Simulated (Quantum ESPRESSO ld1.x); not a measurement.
The promethium ion Pm10+, configuration [Kr] 4d10 4f3 5s2 (the NIST ground configuration).

Method: Dirac Kohn-Sham, PBE, spin-unpolarised, spherical densities, point nucleus; open shells are shared between the two j in proportion to 2j + 1; computed with ld1.x of Quantum ESPRESSO 7.5.

Energy parts (eV):
part                   energy
total                 -272125
kinetic                294349
electron-nucleus      -657509
Hartree                 97135
exchange-correlation    -6100

Orbitals (lengths in bohr, moments of r in powers of bohr; r(max) is where P^2 peaks; r(90%) holds 90 % of the orbital's charge):
| orbital | occ. | eigenvalue (eV) | r(max) | r(90%) |
|---|---|---|---|---|
| 1s1/2 | 2 | -45147.2 | 0.015 | 0.0419 |
| 2s1/2 | 2 | -7474.48 | 0.084 | 0.153 |
| 2p1/2 | 2 | -7086.58 | 0.064 | 0.136 |
| 2p3/2 | 4 | -6526.25 | 0.069 | 0.144 |
| 3s1/2 | 2 | -1758.02 | 0.239 | 0.382 |
| 3p1/2 | 2 | -1591.81 | 0.226 | 0.375 |
| 3p3/2 | 4 | -1479.07 | 0.237 | 0.393 |
| 3d3/2 | 4 | -1190.42 | 0.190 | 0.365 |
| 3d5/2 | 6 | -1165.99 | 0.193 | 0.371 |
| 4s1/2 | 2 | -477.019 | 0.549 | 0.845 |
| 4p1/2 | 2 | -413.477 | 0.558 | 0.875 |
| 4p3/2 | 4 | -388.389 | 0.581 | 0.914 |
| 4d3/2 | 4 | -283.429 | 0.595 | 0.995 |
| 4d5/2 | 6 | -278.856 | 0.600 | 1.01 |
| 4f5/2 | 1.28571 | -155.230 | 0.600 | 1.25 |
| 4f7/2 | 1.71429 | -154.554 | 0.600 | 1.26 |
| 5s1/2 | 2 | -178.808 | 1.19 | 1.77 |

The highest occupied level is 4f7/2 at -154.55 eV. The density falls to 0.001 e/bohr^3 at r = 2.40 bohr. Summed over all electrons, <r^2> = 15.72 bohr^2, which gives a Langevin (diamagnetic) susceptibility term of -12.4 x 10^-6 cm^3/mol. For comparison, the ionisation energy in NIST's Atomic Spectra Database is 174 eV (theoretical). In exact Kohn-Sham theory the highest level is minus the ionisation energy, but local and semilocal functionals leave it too shallow, through self-interaction and a potential that decays too fast; potentials with the right tail come closer.

Beside tabulated values, note that spin-unpolarised runs miss the spin-polarisation part of the exchange energy of open shells.
